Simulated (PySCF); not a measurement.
PySCF input for CH₄ClFOSi, SMILES C[Si](O)(F)Cl, KT2/pcSseg-1. Geometry: B3LYP-D3(BJ)/def2-SVP. This is a generated structure with no PubChem entry under its InChIKey; it may be hypothetical. The values are those of a single conformer.

```python
import numpy as np
from pyscf import gto, scf, dft
from pyscf.prop.nmr import rks as nmr

mol = gto.M(
    atom='''
    C     1.80254155   -0.19108610   -0.79676143
    Si    0.02309969   -0.01990621   -0.34443097
    O    -0.83004204   -1.28001018   -0.96913978
    F    -0.57509298    1.37542739   -0.91839943
    Cl   -0.23980594    0.07839896    1.70760409
    H     2.22186433   -1.11261040   -0.36547928
    H     2.37955667    0.66593632   -0.41794253
    H     1.91454206   -0.23460457   -1.89148251
    H    -1.76173384   -1.36506498   -0.73304970
    ''',
    basis='pcSseg-1',
    charge=0,
    spin=0,
    max_memory=1600,
    verbose=3,
)
mf = dft.RKS(mol, xc='kt2')
mf.grids.level = 3
mf.conv_tol = 1e-10
mf.max_cycle = 100
mf.kernel()
n = nmr.NMR(mf)
n.verbose = 2
n.max_cycle_cphf = 60
sigma = n.kernel()
print('atom   isotropic/ppm   span/ppm')
for i, s in enumerate(sigma):
    w = np.linalg.eigvalsh((s + s.T) / 2)
    print(f'{mol.atom_symbol(i):2s}{i + 1:3d} {w.mean():14.3f} {w[2] - w[0]:11.3f}')
```

Program output:

```
converged SCF energy = -974.359372830941
atom   isotropic/ppm   span/ppm
C   1        184.532      16.653
Si  2        366.441      64.333
O   3        243.698      84.403
F   4        271.746     132.112
Cl  5        851.366     296.934
H   6         30.723      10.590
H   7         30.770      10.693
H   8         30.641      12.087
H   9         28.622      19.010
```

The calculation finished and met its thresholds.

Cost: roughly 25 core-seconds.
